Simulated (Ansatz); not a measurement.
Gas-phase electronic energies from Ansatz, PBE0-D4/def2-TZVP geometries. CCSD(T)/CBS adds triple-zeta CCSD(T) − MP2 to the extrapolated MP2 energy (def2 sets, frozen cores). This one scheme is used for every species. DFT in def2-TZVPP. One conformer a species, not always the lowest.

Reaction (ligand exchange at the Si–C bond): `BOC[SiH](F)F` + H–F → `F[SiH](F)F` + `BOC`

Is it downhill or uphill in electronic energy at CCSD(T)/CBS, and by how much? (Best estimate.)

Ansatz gave: Downhill: ΔE = -171.3 kJ/mol.

What do these levels give: ωB97M-V, B2PLYP, PBE0, CCSD/def2-TZVPP, HF/def2-QZVPP, CCSD/CBS(def2)? (An estimate is asked.)

Ansatz gave: ωB97M-V -171.5, B2PLYP -179.7, PBE0 -168.2, CCSD/def2-TZVPP -176.3, HF/def2-QZVPP -199.7, CCSD/CBS(def2) -174.4 kJ/mol.

Largest T1 diagnostic among the species: 0.014.

The D4 term adds +9.0 kJ/mol with B3LYP and +5.1 kJ/mol with PBE0; it sums over pairs of atoms, weighted by their polarisabilities, and B3LYP, whose exchange is more repulsive, gets the larger term. From PBE to PBE0 (25 % exact exchange), in def2-TZVPP and without D4, ΔE moves by −4.1 kJ/mol.

B3LYP here is the variant with VWN-RPA as its local correlation; programs differ in this.
